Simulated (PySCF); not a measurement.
C₂H₅O, charge -1, singlet, at a GFN2-xTB geometry (in this run its highest filled SCF level lies above zero, so its values depend strongly on the basis, on diffuse functions most of all); B3LYP5/def2-SVP run with PySCF.

Here is a job for PySCF.
```python
from pyscf import gto, scf, dft

mol = gto.Mole()
mol.atom = '''
    C     1.117013   -0.455382    0.165849
    C     0.080549    0.685375    0.063515
    O    -1.266793    0.000531   -0.217414
    H    -1.540679   -0.297999    0.655228
    H     0.274185    1.164554   -0.944485
    H     2.122451   -0.018779    0.235434
    H     0.953800   -1.039116    1.085718
    H     1.139219   -1.192866   -0.668773
'''
mol.basis = 'def2-svp'
mol.charge = -1
mol.spin = 0
mol.verbose = 4
mol.build()

mf = dft.RKS(mol)
mf.xc = 'b3lyp5'
mf.kernel()
```

Q: What does PySCF print? Leave out banner, timings and long lists.

A: 
```
PySCF version 2.14.0

[INPUT] verbose = 4
[INPUT] num. atoms = 8
[INPUT] num. electrons = 26
[INPUT] charge = -1
[INPUT] spin (= nelec alpha-beta = 2S) = 0
[INPUT] symmetry False subgroup None
[INPUT] Mole.unit = angstrom
[INPUT] Symbol           X                Y                Z      unit          X                Y                Z       unit  Magmom
[INPUT]  1 C      1.117013000000  -0.455382000000   0.165849000000 AA    2.110848647579  -0.860547262057   0.313409188033 Bohr   0.0
[INPUT]  2 C      0.080549000000   0.685375000000   0.063515000000 AA    0.152215549608   1.295171042624   0.120025954802 Bohr   0.0
[INPUT]  3 O     -1.266793000000   0.000531000000  -0.217414000000 AA   -2.393891826516   0.001003444572  -0.410852915646 Bohr   0.0
[INPUT]  4 H     -1.540679000000  -0.297999000000   0.655228000000 AA   -2.911461355869  -0.563136495394   1.238201469147 Bohr   0.0
[INPUT]  5 H      0.274185000000   1.164554000000  -0.944485000000 AA    0.518134557464   2.200688117267  -1.784817978760 Bohr   0.0
[INPUT]  6 H      2.122451000000  -0.018779000000   0.235434000000 AA    4.010851102809  -0.035487166893   0.444905780411 Bohr   0.0
[INPUT]  7 H      0.953800000000  -1.039116000000   1.085718000000 AA    1.802420777610  -1.963644651654   2.051709668511 Bohr   0.0
[INPUT]  8 H      1.139219000000  -1.192866000000  -0.668773000000 AA    2.152811905901  -2.254190043305  -1.263797809504 Bohr   0.0

nuclear repulsion = 72.1472387921245
number of shells = 33
number of NR pGTOs = 107
number of NR cGTOs = 67
basis = def2-svp
ecp = {}

******** <class 'pyscf.dft.rks.RKS'> ********
method = RKS
initial guess = minao
damping factor = 0
level_shift factor = 0
DIIS = <class 'pyscf.scf.diis.CDIIS'>
diis_start_cycle = 1
diis_space = 8
diis_damp = 0
SCF conv_tol = 1e-09
SCF conv_tol_grad = None
SCF max_cycles = 50
direct_scf = True
direct_scf_tol = 1e-13
XC library pyscf.dft.libxc version 7.1.2
    S. Lehtola, C. Steigemann, M. J. T. Oliveira, and M. A. L. Marques,  SoftwareX 7, 1–5 (2018)
XC functionals = b3lyp5
    P. A. M. Dirac,  Math. Proc. Cambridge Philos. Soc. 26, 376 (1930)
    F. Bloch,  Z. Phys. 57, 545 (1929)
    A. D. Becke,  Phys. Rev. A 38, 3098 (1988)
    C. Lee, W. Yang, and R. G. Parr,  Phys. Rev. B 37, 785 (1988)
    B. Miehlich, A. Savin, H. Stoll, and H. Preuss,  Chem. Phys. Lett. 157, 200 (1989)
    S. H. Vosko, L. Wilk, and M. Nusair,  Can. J. Phys. 58, 1200 (1980)
radial grids:
    Treutler-Ahlrichs [JCP 102, 346 (1995); DOI:10.1063/1.469408] (M4) radial grids

becke partition: Becke, JCP 88, 2547 (1988); DOI:10.1063/1.454033
pruning grids: <function nwchem_prune>
grids dens level: 3
symmetrized grids: False
atomic radii adjust function: <function treutler_atomic_radii_adjust>
small_rho_cutoff = 0
Set gradient conv threshold to 3.16228e-05
Initial guess from minao.
tot grids = 91360
init E= -154.055195798911
  HOMO = -0.206786285331716  LUMO = 0.0140856889363987  gap/eV = 6.01023
cycle= 1 E= -153.976571069338  delta_E= 0.0786  |g|= 0.797  |ddm|= 2.68
  HOMO = 0.235861721606795  LUMO = 0.286877385543613  gap/eV = 1.38821
cycle= 2 E= -153.656492838391  delta_E= 0.32  |g|= 1.42  |ddm|= 9.34
  HOMO = 0.111247302786815  LUMO = 0.25362824274499  gap/eV = 3.87438
cycle= 3 E= -154.123011595461  delta_E= -0.467  |g|= 0.142  |ddm|= 8.35
  HOMO = 0.104669553339928  LUMO = 0.251817845926752  gap/eV = 4.00411
cycle= 4 E= -154.126628268602  delta_E= -0.00362  |g|= 0.0832  |ddm|= 0.258
  HOMO = 0.111508944115709  LUMO = 0.255599554752049  gap/eV = 3.92091
cycle= 5 E= -154.128350703725  delta_E= -0.00172  |g|= 0.0133  |ddm|= 0.116
  HOMO = 0.10908741928579  LUMO = 0.255618599134526  gap/eV = 3.98732
cycle= 6 E= -154.128392430471  delta_E= -4.17e-05  |g|= 0.00576  |ddm|= 0.05
  HOMO = 0.109749900097724  LUMO = 0.255637548166169  gap/eV = 3.96981
cycle= 7 E= -154.128400182735  delta_E= -7.75e-06  |g|= 0.001  |ddm|= 0.0084
  HOMO = 0.109578738286691  LUMO = 0.255667626467718  gap/eV = 3.97528
cycle= 8 E= -154.128400561892  delta_E= -3.79e-07  |g|= 0.00025  |ddm|= 0.00622
  HOMO = 0.109588669823026  LUMO = 0.255649445812631  gap/eV = 3.97452
cycle= 9 E= -154.12840058759  delta_E= -2.57e-08  |g|= 3.91e-05  |ddm|= 0.00128
  HOMO = 0.109596272756815  LUMO = 0.255651498058416  gap/eV = 3.97437
cycle= 10 E= -154.128400588995  delta_E= -1.4e-09  |g|= 8.01e-06  |ddm|= 0.000483
  HOMO = 0.109598228768447  LUMO = 0.255651985531401  gap/eV = 3.97433
cycle= 11 E= -154.128400589043  delta_E= -4.82e-11  |g|= 2.98e-06  |ddm|= 7.64e-05
  HOMO = 0.109598267212016  LUMO = 0.255651893773379  gap/eV = 3.97432
Extra cycle  E= -154.128400589045  delta_E= -1.88e-12  |g|= 2.87e-06  |ddm|= 1.34e-05
converged SCF energy = -154.128400589045
```
